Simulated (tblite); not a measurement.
C₇H₁₆AlN.
Structure used (GFN2-xTB), in Å, numbered top down from 1:
```
atom  x, y, z in Å
C1     2.849   -0.714   -0.142
C2     1.687   -0.228    0.249
C3     0.504   -0.031   -0.646
C4     0.335    1.482   -0.878
C5    -0.155    2.172    0.413
Al6   -1.078    0.769    1.550
N7    -0.706   -0.559    0.007
C8    -0.524   -1.947    0.403
C9    -1.864   -0.448   -0.867
H10    3.013   -1.048   -1.155
H11    3.689   -0.795    0.526
H12    1.526    0.112    1.266
H13    0.668   -0.547   -1.607
H14    1.296    1.879   -1.218
H15   -0.379    1.639   -1.689
H16   -0.711    3.076    0.129
H17    0.726    2.562    0.949
H18   -0.297    0.135    2.751
H19   -2.631    0.664    1.649
H20    0.345   -2.032    1.053
H21   -0.385   -2.599   -0.466
H22   -1.401   -2.272    0.961
H23   -2.700   -0.983   -0.418
H24   -1.663   -0.861   -1.861
H25   -2.153    0.600   -0.952
```

Level: GFN2-xTB in tblite, geometry and Hessian alike; calculated harmonic values, unscaled, isolated species. This tight-binding method is rough: wavenumbers can miss measured ones by several per cent, in bad cases by 10 to 20. Modes of hydrogen on aluminium can be 10 to 20 % off. One conformer, not necessarily the lowest.

Harmonic wavenumbers (cm⁻¹): 81.5, 101.2, 141.7, 153.5, 189.3, 219.9, 239.8, 288.5, 293.2, 306.0, 344.0, 361.2, 415.6, 452.2, 459.5, 482.3, 548.4, 574.4, 602.8, 664.1, 711.0, 802.7, 860.5, 874.2, 900.7, 959.2, 960.1, 1018.7, 1027.5, 1030.8, 1069.9, 1072.6, 1088.6, 1130.8, 1174.0, 1187.4, 1218.8, 1233.9, 1243.1, 1247.4, 1276.3, 1320.6, 1326.5, 1403.8, 1417.6, 1424.2, 1461.7, 1469.6, 1478.3, 1478.9, 1484.7, 1511.8, 1669.3, 1713.3, 1715.7, 2832.6, 2848.7, 2902.3, 2930.6, 2935.4, 2937.5, 2972.4, 2995.9, 3004.5, 3016.4, 3028.1, 3030.8, 3087.1, 3125.2.

A = 1677, B = 1282, C = 1049 MHz; mass 141.110 u (most abundant isotopes); point group C1, symmetry number 1.

What is the zero-point energy?

½Σν̃ = 45765 cm⁻¹ = 547.48 kJ/mol.

Give the ideal-gas entropy at 273.15 K and 1 bar in the rigid-rotor, harmonic-oscillator model (classical rotation).

Translation 168.76, rotation 121.69, vibration 122.04: S = 412.5 J/(mol K).

And Cp and H(273.15 K) − H(0)?

Cp = 184.43 J/(mol K), of which vibrations give 151.17 (their classical limit is 69 R = 573.7); H(273.15 K) − H(0) = 28.60 kJ/mol without the zero-point energy, 19.52 from vibrations.

Blend soft modes into free rotors: weight 1/[1 + (100 cm⁻¹/ν̃)⁴] for the oscillator and the rest for a rotor with moment μB/(μ + B), μ = h/(8π²ν), B = 10⁻⁴⁴ kg m². What vibrational entropy results?

118.91 J/(mol K) in place of 122.04, which changes −T·S at 273.15 K by +0.85 kJ/mol.

How do the functions run with temperature in this model?

```tsv
T (K)	S (J/(mol K))	Cp (J/(mol K))	H − H(0) (kJ/mol)	G − H(0) (kJ/mol)	ln q(vib)
150	324.9	114.4	10.18	-38.56	2.38
250	396.7	171.3	24.48	-74.70	5.36
298.15	429.2	198.6	33.39	-94.59	6.87
400	495.5	254.5	56.50	-141.71	10.15
600	616.5	343.2	116.78	-253.13	16.66
900	773.5	429.9	233.83	-462.35	26.08
```

q(vib) and H(0) count from the zero-point level.

Which modes carry the vibrational entropy at 273.15 K?

81.5 cm⁻¹: 15.41; 101.2 cm⁻¹: 13.64; 141.7 cm⁻¹: 10.94; 153.5 cm⁻¹: 10.30; 189.3 cm⁻¹: 8.67; 219.9 cm⁻¹: 7.54 J/(mol K); the other 63 give 55.52 together.

Hindered rotation and anharmonicity are outside this model. Other conformers, if any are populated, would add a mixing term that is left out. The structure is chiral; the term R ln 2 for an equal mix with its mirror image is left out.

Hardware: one thread, Arm Neoverse N1 (aarch64), no GPU, shared host with 32 logical CPUs at a one-minute load of 30. Cost: 2.1 s wall. This covers the Hessian and the dipole derivatives.
